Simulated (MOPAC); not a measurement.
MOPAC input (PM3):

```
PM3 1SCF CHARGE=1 UHF MS=1 GEO-OK AUX(PRECISION=9) THREADS=1
Sc

Sc    0.00000000 1    0.00000000 1    0.00000000 1
```

From its output:

```
          Parameters for some elements are missing

           Empirical Formula: Sc  =     1 atoms

 ******************************************************************************
 *                                                                            *
 *     Error and normal termination messages reported in this calculation     *
 *                                                                            *
 * Parameters for some elements are missing                                   *
 * JOB ENDED NORMALLY                                                         *
 *                                                                            *
 ******************************************************************************

 == MOPAC DONE ==
```

The program refused the input.
